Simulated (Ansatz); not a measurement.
Reaction (hydrogenolysis of a C–C bond): `FCC(F)(F)CF` + H₂ → `FCC(F)F` + `CF`

Isolated molecules relaxed with PBE0-D4/def2-TZVP in Ansatz; ΔE leaves out vibrations. CCSD(T)/CBS is the MP2 limit (def2-TZVPP, def2-QZVPP) plus CCSD(T) − MP2 in def2-TZVPP, frozen cores. This one scheme is used for every species. DFT in def2-TZVPP. B3LYP here is the variant with VWN-RPA as its local correlation; programs differ in this. HSE06 is defined as in plane-wave codes. One conformer a species, not always the lowest.

`FCC(F)(F)CF`:

Z-matrix (Å, degrees):
```
C
C 1 1.513
F 1 1.372 2 109.5
H 1 1.092 2 109.3 3 -119.7
H 1 1.093 2 108.8 3 119.5
F 2 1.358 1 107.0 3 179.1
F 2 1.358 1 110.0 3 -64.5
C 2 1.513 1 115.2 3 56.5
F 8 1.372 2 109.5 1 56.5
H 8 1.092 2 109.3 1 -63.2
H 8 1.093 2 108.8 1 176.0
```

H₂:

Z-matrix (Å, degrees):
```
H
H 1 0.746
```

`FCC(F)F`:

Z-matrix (Å, degrees):
```
C
C 1 1.509
F 1 1.372 2 109.3
H 1 1.093 2 109.4 3 -119.5
H 1 1.093 2 109.5 3 119.8
F 2 1.356 1 108.3 3 173.8
F 2 1.352 1 110.4 3 -68.3
H 2 1.095 1 113.0 3 53.0
```

`CF`:

Z-matrix (Å, degrees):
```
C
F 1 1.376
H 1 1.092 2 109.1
H 1 1.092 2 109.1 3 -120.0
H 1 1.092 2 109.1 3 120.0
```

```
             level  ΔE (kcal/mol)
            B97M-V           -8.2
          B3LYP-D4           -9.4
          BHLYP-D4          -10.0
          PBE-QIDH           -9.1
             HSE06          -10.1
             BHLYP          -11.7
           LC-ωPBE           -9.6
RPA@PBE/def2-TZVPP           -8.3
```

Problem. What does CCSD(T)/CBS give? (Estimate.)

Solution. The calculation gave: -8.3 kcal/mol. The listed levels differ from it by 0.1, -1.1, -1.7, -0.8, -1.8, -3.4, -1.3, 0.0 kcal/mol.

Largest T1 diagnostic among the species: 0.011.

At CCSD(T), def2-SVP lies +2.3 kcal/mol from the extrapolated value and def2-TZVPP −0.0 kcal/mol. In def2-TZVPP, CCSD(T) changes the Hartree–Fock value by +5.5 kcal/mol (the triples alone add +1.2 kcal/mol) and MP2 by +5.8 kcal/mol. Leaving LDA and LC-ωPBE aside and taking each functional with its dispersion term where it has one, the values, not all of them listed here, spread over 3.2 kcal/mol, from B2PLYP to r2SCAN-D4. LDA lies +4.6 kcal/mol from PBE without D4.

CCSD(T)/CBS has its own doubt, a few kJ/mol and more with outer-core shells, so smaller differences from it don't rank the levels.
